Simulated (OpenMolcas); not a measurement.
**Ni⁵⁺: effect of the basis set**

```json
{
  "Program": "OpenMolcas",
  "Method": "SS-RASPT2, IPEA 0.25 Eh, imaginary shift 0.1 Eh (closed shells correlated: 3s)",
  "Active space": "11 electrons in 8 orbitals (RAS1 3p, at most 2 holes; RAS2 3d)",
  "State averaging": "2S+1 = 6 even, 1 root; 2S+1 = 4 even, 24 roots; 2S+1 = 2 even, 53 roots",
  "Spin-orbit coupling": "RASSI with atomic mean-field integrals over the reference wave functions, term energies averaged over their components"
}
```

A. ANO-RCC-VTZP [6s5p3d2f1g], DKH2, point nucleus; CASPT2 step about 50 core-seconds
B. ANO-R2 [6s5p4d2f1g], X2C, finite nucleus; CASPT2 step roughly 60 core-seconds
C. ANO-RCC-VQZP [7s6p4d3f2g1h], DKH2, point nucleus; CASPT2 step roughly 100 core-seconds

Energies in eV above 3d⁵ ⁶S_5/2, the measured ground level; measured values from Corliss and Sugar, J. Phys. Chem. Ref. Data 10, 197 (1981).

| Level | A | B | C | Measured |
| --- | --- | --- | --- | --- |
| 3d⁵ ⁶S_5/2 | 0.0000 | 0.0000 | 0.0000 | 0.0000 |
| 3d⁵ ⁴G_5/2 | 5.350 | 5.386 | 5.314 |  |
| 3d⁵ ⁴G_7/2 | 5.361 | 5.396 | 5.324 |  |
| 3d⁵ ⁴G_11/2 | 5.363 | 5.399 | 5.326 | 5.1975 |
| 3d⁵ ⁴G_9/2 | 5.367 | 5.402 | 5.330 |  |
| 3d⁵ ⁴P_5/2 | 5.899 | 5.945 | 5.874 | 5.6889 |
| 3d⁵ ⁴P_3/2 | 5.923 | 5.968 | 5.898 | 5.7162 |
| 3d⁵ ⁴P_1/2 | 5.952 | 5.996 | 5.926 | 5.7435 |
| 3d⁵ ⁴D_7/2 | 6.452 | 6.491 | 6.420 | 6.2402 |
| 3d⁵ ⁴D_1/2 | 6.480 | 6.518 | 6.447 |  |
| 3d⁵ ⁴D_3/2 | 6.506 | 6.543 | 6.472 |  |
| 3d⁵ ⁴D_5/2 | 6.512 | 6.550 | 6.479 |  |
| 3d⁵ ²I_11/2 | 7.797 | 7.852 | 7.737 | 7.5873 |
| 3d⁵ ²I_13/2 | 7.822 | 7.876 | 7.761 | 7.5977 |
| 3d⁵ ²D_5/2 [65 %] | 8.260 | 8.326 | 8.222 | 7.9539 |
| 3d⁵ ²D_3/2 | 8.395 | 8.460 | 8.356 | 8.0805 |
| 3d⁵ ²F_7/2(1) | 8.645 | 8.706 | 8.601 | 8.3175 |
| 3d⁵ ⁴F_9/2 | 8.748 | 8.800 | 8.712 |  |
| 3d⁵ ⁴F_5/2 | 8.754 | 8.806 | 8.715 |  |
| 3d⁵ ⁴F_7/2 | 8.769 | 8.820 | 8.732 |  |
| 3d⁵ ⁴F_3/2 | 8.827 | 8.878 | 8.788 |  |
| 3d⁵ ²H_9/2 | 9.316 | 9.382 | 9.263 | 9.0395 |
| 3d⁵ ²H_11/2 | 9.422 | 9.486 | 9.365 | 9.1447 |
| 3d⁵ ²G_7/2 | 9.566 | 9.626 | 9.512 | 9.2527 |

Deviations, from unrounded energies. A percentage is the sum of absolute deviations over the sum of measured energies, with the sign that they share, or ± where signs differ.

```csv
Against measurement,Levels,A,B,C
mean absolute deviation (cm-1),13,2000,2500,1700
other terms of the ground configuration (%),13,+3.4,+4.1,+2.8
```

C lies closest to measurement on these levels and B furthest from it. The largest miss of C in the table is 3d⁵ ²F_7/2(1), by +2300 cm-1. The ranking rests on the paired levels alone, and a cruder setting can come out closer through cancelling errors.

Among A to C the level of the table that moves most is 3d⁵ ²H_11/2, by 980 cm-1 (lowest in C, highest in B). Moves below CASPT2's spread within the term are not significant.

CASPT2 breaks the degeneracy within a term, and the mean is taken; among the terms shown or strongly mixed into the levels shown the widest spread is 120 cm-1 (3d⁵ ⁴F, A). Active for correlation alone: 3p; no level in the range computed is led by a configuration that opens it, so any true level of that kind is missing. Measured partners are found by configuration, term and J. A level has none where our copy of the source lacks it or the pairing is in doubt (some pairs that miss far off the trend of their configuration count as doubtful), and it then counts in no deviation. Levels of configurations outside the active space are missing. Levels that lie high or do not pair safely by name in every column are left out.

A share in square brackets marks a mixed level and gives the weight of the term that names it, the lowest over the columns. A number in round brackets counts repeated terms of one configuration in the order of the reference energies.
